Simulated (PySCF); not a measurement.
Species: C₈H₈S (charge +1 and doublet state).
Atom-mapped SMILES: `[CH2:1]=[CH:2][c:3]1[cH:4][cH:5][cH:6][c:7]([SH+:8])[cH:9]1` (hydrogens: H10, H11 on C1; H12 on C2; H13 on C4; H14 on C5; H15 on C6; H16 on S8; H17 on C9)

Structure used (GFN2-xTB), in Å, numbered top down from 1:
```xyz
17
C8H8S angstrom
C     -2.947   -0.500   -0.242
C     -1.733   -0.997    0.044
C     -0.515   -0.235    0.208
C     -0.493    1.181    0.148
C      0.689    1.887    0.312
C      1.872    1.213    0.538
C      1.869   -0.200    0.602
S      3.404   -0.968    0.892
C      0.684   -0.908    0.438
H     -3.795   -1.154   -0.347
H     -3.142    0.549   -0.386
H     -1.624   -2.067    0.165
H     -1.409    1.722   -0.024
H      0.684    2.965    0.263
H      2.800    1.749    0.667
H      2.965   -2.238    0.876
H      0.684   -1.987    0.485
```

The hyperfine couplings belong to this conformer and change with its torsions.

Method used: UKS B3LYP, pcH-1 on C H S, non-relativistic, mean-field spin-orbit, GIAO in PySCF. The structure is a single GFN2-xTB conformer in the gas phase; no vibrational or solvent corrections. Couplings are sensitive to structure, and on GFN2-xTB geometries they can be far from those on DFT ones, by a factor of two or more for some ions and for spin on atoms past the first row. The SCF solution wasn't tested for stability.

The largest Mulliken spin populations are on C4 (+0.34), S8 (+0.32), C6 (+0.29) and C1 (+0.17). Four atoms exceed +0.15. The positive populations add up to 1.22 and the negative ones to -0.22, together 2S = 1.

(1) Test a(H) = Q·ρ(C) for the protons on planar carbons with a spin population beyond ±0.08.

(2) Leave H11 and its like out of the fit. How well does the relation then predict its coupling?

Results:

(1) 
| H | C | ρ(C) | a(H) (G) | a/ρ (G) |
| --- | --- | --- | --- | --- |
| H10 | C1 | +0.169 | -3.88 | -23.0 |
| H11 | C1 | +0.169 | -3.65 | -21.6 |
| H13 | C4 | +0.344 | -7.89 | -22.9 |
| H14 | C5 | -0.131 | +1.88 | -14.3 |
| H15 | C6 | +0.290 | -6.88 | -23.7 |

A least-squares line through the origin gives Q = -22.5 G with Mulliken populations. Where ρ is negative the coupling is positive.

(2) The other protons give Q = -22.5 G, so a = -22.5 × 0.169 ≈ -3.81 G, against the computed -3.65 G.

Couplings in gauss use g_iso = 2.0057.
